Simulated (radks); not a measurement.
Species: neutral ruthenium. Configuration: [Kr] 4d6.5 5s1.5 (fractional occupations, a model configuration).

All-electron calculation, Dirac Kohn-Sham, PBE, spin-unpolarised, spherical densities, finite nucleus; open shells fill j = l - 1/2 first; Fermi nuclear charge, rms radius 4.4809 fm. Program: a radial shooting solver on a logarithmic mesh with Libxc functionals.

Energy parts (Ry):
| part | energy |
|---|---|
| total | -9062.91564 |
| kinetic | 9430.83314 |
| electron-nucleus | -21919.78557 |
| Hartree | 3693.17472 |
| exchange-correlation | -267.13793 |

Orbitals (lengths in bohr, moments of r in powers of bohr; r(max) is where P^2 peaks):
| orbital | occ. | eigenvalue (Ry) | <1/r> | r(max) | <r^4> |
|---|---|---|---|---|---|
| 1s1/2 | 2 | -1611.588 | 45.88 | 0.02171 | 5.909e-06 |
| 2s1/2 | 2 | -231.7642 | 10.49 | 0.1230 | 0.001075 |
| 2p1/2 | 2 | -214.1619 | 10.47 | 0.09548 | 0.0007080 |
| 2p3/2 | 4 | -204.5394 | 9.921 | 0.09947 | 0.0008016 |
| 3s1/2 | 2 | -40.91249 | 3.625 | 0.3618 | 0.05313 |
| 3p1/2 | 2 | -34.08365 | 3.527 | 0.3486 | 0.05397 |
| 3p3/2 | 4 | -32.45098 | 3.393 | 0.3581 | 0.05973 |
| 3d3/2 | 4 | -20.36596 | 3.216 | 0.2995 | 0.05849 |
| 3d5/2 | 6 | -20.04787 | 3.181 | 0.3023 | 0.06043 |
| 4s1/2 | 2 | -5.72161 | 1.352 | 0.9144 | 2.086 |
| 4p1/2 | 2 | -3.68826 | 1.230 | 0.9657 | 3.120 |
| 4p3/2 | 4 | -3.43864 | 1.189 | 0.9903 | 3.496 |
| 4d3/2 | 4 | -0.48090 | 0.8338 | 1.199 | 25.14 |
| 4d5/2 | 2.5 | -0.45625 | 0.8217 | 1.211 | 27.08 |
| 5s1/2 | 1.5 | -0.34504 | 0.3896 | 2.689 | 268.0 |

The highest occupied level is 5s1/2 at -4.694 eV. Summed over all electrons, <r^2> = 55.32 bohr^2, which gives a Langevin (diamagnetic) susceptibility term of -43.8 x 10^-6 cm^3/mol.
